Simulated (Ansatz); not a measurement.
Consider the formal hydrolysis of the Si–C bond: `C#C[Si](F)(Cl)Cl` + H₂O → `O[Si](F)(Cl)Cl` + acetylene.

Gas-phase electronic energies from Ansatz, PBE0-D4/def2-TZVP geometries. CCSD(T)/CBS adds triple-zeta CCSD(T) − MP2 to the extrapolated MP2 energy (def2 sets, frozen cores). This one scheme is used for every species. DFT in def2-TZVPP. B3LYP here is the variant with VWN-RPA as its local correlation; programs differ in this. HSE06 is defined as in plane-wave codes. One conformer a species, not always the lowest.

`C#C[Si](F)(Cl)Cl`:

```xyz
7

C    -0.007    1.131    1.665
C    -0.036    0.473    0.656
Si   -0.058   -0.521   -0.841
F    -1.298   -0.109   -1.727
Cl   -0.236   -2.481   -0.387
Cl    1.618   -0.207   -1.924
H     0.018    1.714    2.557
```

H₂O:

Cartesian coordinates in Å:
```
O 0.379 -0.058 0.069
H -0.036 0.728 -0.294
H -0.343 -0.671 0.225
```

`O[Si](F)(Cl)Cl`:

Cartesian coordinates in Å:
```
O -1.141 -0.441 -0.512
Si 0.318 -0.026 0.034
F 1.134 0.763 -1.064
Cl 0.195 1.190 1.650
Cl 1.315 -1.718 0.468
H -1.821 0.232 -0.575
```

`C#C`:

```xyz
4

C    -0.552   -0.160   -0.167
C     0.552    0.160    0.167
H    -1.534   -0.444   -0.465
H     1.534    0.444    0.465
```

```tsv
level	ΔE (kcal/mol)	difference from CCSD(T)/CBS
revPBE-D4	-14.5	2.5
B3LYP-D4	-17.3	-0.3
HSE06-D4	-16.2	0.8
ωB97X-V	-18.4	-1.4
ωB97M-V	-18.4	-1.4
PBE-QIDH	-17.3	-0.3
BLYP	-17.4	-0.4
PBE0	-16.9	0.1
r2SCAN0	-18.6	-1.6
RPA@PBE/def2-TZVPP	-16.6	0.4
HF/def2-SVP	-18.9	-1.9
MP2/def2-SVP	-16.4	0.6
HF/def2-TZVPP	-21.4	-4.4
CCSD/def2-TZVPP	-18.1	-1.1
MP2/def2-QZVPP	-16.3	0.7
HF/CBS(def2)	-21.6	-4.6
CCSD(T)/CBS	-17.0	0
```

(1) What do rigid-rotor, harmonic-oscillator terms from PBE0-D4/def2-TZVP frequencies (298.15 K, 1 bar) make of the CCSD(T)/CBS value? (An estimate is asked.)

Largest T1 diagnostic among the species: 0.013.

Results:

(1) Computed: ΔZPE = +0.1 kcal/mol, ΔH = -17.4 kcal/mol, ΔS = -8 J/(mol·K), ΔG = -16.8 kcal/mol.

From PBE to PBE0 (25 % exact exchange), in def2-TZVPP and without D4, ΔE moves by −1.1 kcal/mol. Leaving LDA and LC-ωPBE aside and taking each functional with its dispersion term where it has one, the values, not all of them listed here, spread over 4.6 kcal/mol, from CAM-B3LYP-D4 to revPBE-D4. LDA lies −1.7 kcal/mol from PBE without D4.
